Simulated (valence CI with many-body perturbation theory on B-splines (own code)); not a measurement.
Rh14+ in brief

Level of theory: valence CI with perturbative core correlation (CI+MBPT): three valence electrons over a frozen Dirac-Fock core [Ar] 3d10, a basis of 11 s, 11 p, 9 d, 7 f, 5 g, 2 h, 1 i functions for each j, with the one-electron correlation potential Σ1 (screened to all orders), the two-electron term Σ2, the three-electron term Σ3, Breit, model QED; selected single and double excitations, second order for the rest (own B-spline code, finite nucleus).

No measured levels were compared; by estimate levels hold to about 250 cm⁻¹ or 0.2 % of their energy and the worst to 1 %, as in measured heavy ions of charge 2 to 7; those with d or f electrons hold less well.

Names give the largest LS component (configuration and term), which can be under half, so a name can repeat, a term be missing and a line seem to break the LS rules; names also repeat where a configuration has a term twice.

Rates and lifetimes use the calculated energies. Strong lines usually hold to 10 to 20 %, long lifetimes can be off by a factor of two.

(1) What is the ground level?

(2) What is the ionisation energy?

(3) What are the static dipole polarisabilities of the lowest levels?

(4) How well does LS coupling describe the low levels?

(5) How is the term 2P° of the ground level split?

Results:

(1) 4s2.4p 2P°_1/2, composition 98 % 4s2.4p 2P°, g = 0.665.

(2) 332.39 eV; NIST lists 331.58 ± 0.14 eV (semi-empirical).

(3) 4s2.4p 2P°_1/2 0.575; 4s2.4p 2P°_3/2 0.594 (tensor 0.050) bohr³, of which the core gives 0.0360.

(4) Among the lowest 20 levels the leading LS term, summed over configurations, holds 85 % on average. For single configurations the figures are 82 % in LS and 81 % in jj coupling. Terms mix most in the J = 3/2 level at 609790 cm⁻¹, where the leading one holds 38 %.

(5) J = 1/2 at 0, J = 3/2 at 45580 cm⁻¹.
